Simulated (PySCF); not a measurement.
OSr, SMILES [O]=[Sr]. Heavy atoms are numbered as in [Sr:1]=[O:2].

Coordinates come from a B3LYP-D3(BJ)/def2-TZVPD optimisation. The def2 effective core potentials stand for the cores of Sr; spin–orbit coupling is left out.

All values below come from r2SCAN/def2-TZVPD run with PySCF.

Mulliken values depend strongly on the basis, most of all with diffuse functions as here. ESP charges are fitted to the potential on shells at 1.4 to 2.0 van der Waals radii. Atomic charges (e), one atom of each kind:

```
atom  ESP fit  Mulliken
----  -------  --------
Sr1      0.94      1.17
O2      -0.94     -1.17
```
